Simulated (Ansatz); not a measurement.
`C[CH2][AlH][O][SiH3]`, relaxed with RKS PBE-D4/def2-SVP in Ansatz 0.2.0 from a rough embedded geometry. The force threshold is 0.03 eV/Å; the program also tests the step.

The species carries charge 0 and has multiplicity 1.

Start:

```xyz
14

C    -0.452   -1.716    0.532
C     0.803   -1.533   -0.268
Al    1.276    0.412   -0.525
O     0.154    1.532   -1.306
Si   -0.818    2.276   -0.161
H    -0.740   -2.774    0.635
H    -1.337   -1.240   -0.043
H    -0.438   -1.218    1.542
H     0.687   -2.038   -1.262
H     1.618   -2.061    0.291
H     2.668    0.921    0.062
H    -1.618    1.224    0.573
H    -1.797    3.223   -0.835
H    -0.006    2.994    0.764
```

**Question.** How much energy does the relaxation release, and in how many steps? (Estimate.)

**Answer.** Ansatz gave: 0.60 eV, in 11 steps, 1 of them rejected.

**Question.** Which bonds change most? (An estimate is asked.)

**Answer.** Computed: Si5–H14 from 1.425 to 1.506 Å; C2–Al3 from 2.017 to 1.966 Å; C1–H7 from 1.158 to 1.110 Å; Al3–O4 from 1.767 to 1.721 Å.

**Question.** Give the relaxed structure. (An estimate is asked.)

**Answer.** The calculation gave: 
```xyz
14

C    -0.492   -1.846    0.437
C     0.884   -1.626   -0.209
Al    1.453    0.237   -0.482
O     0.327    1.514   -0.235
Si   -0.969    2.515    0.044
H    -0.753   -2.923    0.516
H    -1.306   -1.356   -0.138
H    -0.537   -1.426    1.464
H     0.932   -2.117   -1.211
H     1.687   -2.137    0.373
H     2.918    0.666   -0.952
H    -2.105    1.762    0.691
H    -1.466    3.093   -1.256
H    -0.573    3.645    0.958
```
